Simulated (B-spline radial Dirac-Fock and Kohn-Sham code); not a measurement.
## Dipole and non-dipole photoemission parameters of Ir 4s

System: neutral iridium, configuration [Xe] 4f14 5d7 6s2; threshold 691.1 eV (tabulated edge). Method: Dirac-Hartree-Slater photoionisation with a Latter tail; cross sections with all multipoles, angular parameters from the dipole term and its interference with E2. Computed with a radial finite-basis atomic code.

The run's input, task.json:

```json
{"items": [{
  "Z": 77,
  "q": 0,
  "cfg": [[1, 0, 2], [2, 0, 2], [2, 1, 6], [3, 0, 2], [3, 1, 6], [3, 2, 10], [4, 0, 2], [4, 1, 6], [4, 2, 10], [4, 3, 14], [5, 0, 2], [5, 1, 6], [5, 2, 7], [6, 0, 2]],
  "A": 193,
  "rrms": 5.4032,
  "do": "xps",
  "hv": [60, 66.0, 79.7, 80, 111.0, 121.0, 150, 178.0, 400, 444.0, 523.0, 547.0, 600, 735.0, 963.0, 1010.0, 1253.6, 1420.0, 2000, 2150.0, 2820.0, 3520.0, 3740.0, 4490.0, 5414.7, 5510.0, 6170.0, 6910.0, 8070.0, 9900.0],
  "edges": {"K": 76111.0, "L1": 13419.0, "L2": 12824.0, "L3": 11215.0, "M1": 3174.0, "M2": 2909.0, "M3": 2551.0, "M4": 2116.0, "M5": 2040.0, "N1": 691.1, "N2": 577.8, "N3": 495.8, "N4": 311.9, "N5": 296.3, "N6": 63.8, "N7": 60.8, "O1": 95.2, "O2": 63.0}
}]}
```

Run with: `python xray2_run.py task.json out`

```csv
hν (eV),σ (kb),β,γ
735,55.0,1.722,0.626
963,43.7,1.805,0.694
1010,41.6,1.816,0.694
1253.6,?,?,?
1420,27.7,1.866,0.635
2000,17.2,1.894,0.503
2150,15.5,1.899,0.470
2820,10.2,1.913,0.329
3520,7.03,1.921,0.201
3740,6.35,1.923,0.166
4490,4.64,1.929,0.064
5414.7,3.33,1.933,-0.030
5510,3.23,1.934,-0.038
6170,2.62,1.936,-0.085
6910,2.13,1.938,-0.123
8070,1.59,1.940,-0.158
9900,1.08,1.943,-0.166
```

Problem. Give the values at Mg Kα (1253.6 eV).

Solution. σ = 32.5 kb, β = 1.851, γ = 0.666. For an s subshell δ is negligible.
